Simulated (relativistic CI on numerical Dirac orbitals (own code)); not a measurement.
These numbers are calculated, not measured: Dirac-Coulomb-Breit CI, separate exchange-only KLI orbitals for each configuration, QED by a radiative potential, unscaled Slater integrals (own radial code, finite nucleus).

The strongest absorption lines from the ground level of an ion, among the configurations computed and to levels below about 157 eV (vacuum wavelength in Å, gf): 96.724 (0.2), 160.89 (0.016), 176.17 (0.038), 186.15 (2.1), 209.98 (0.044), 232.76 (0.27), 270.99 (0.07), 315.27 (0.25).

Task: Which ion is it?
A. Nb⁹⁺
B. In¹⁷⁺
C. Rh¹³⁺
D. Ag¹⁵⁺

Result: C. Rh¹³⁺ has 32 electrons and the ground level 4s²4p² ³P0; the strongest line goes to 4s²4p4d ³D°1. The pattern of lines fixes the number of electrons, and along that sequence the line energies rise steadily with the charge (about as its square where n changes within one kind of shell, about linearly where n is kept but much faster in heavy ions where fine structure, which grows about as Z⁴, sets the gap, and irregularly where shells cross), which fixes Z. Configurations outside the model, such as inner-shell arrays, can give stronger lines. At this charge energies of transitions that change n are usually good to better than 1 %, and those within a shell (Δn = 0) to a few per cent.

LS names give the leading component of a level, which can be under half, so a name can repeat, a term be missing and a line seem to break the LS rules.
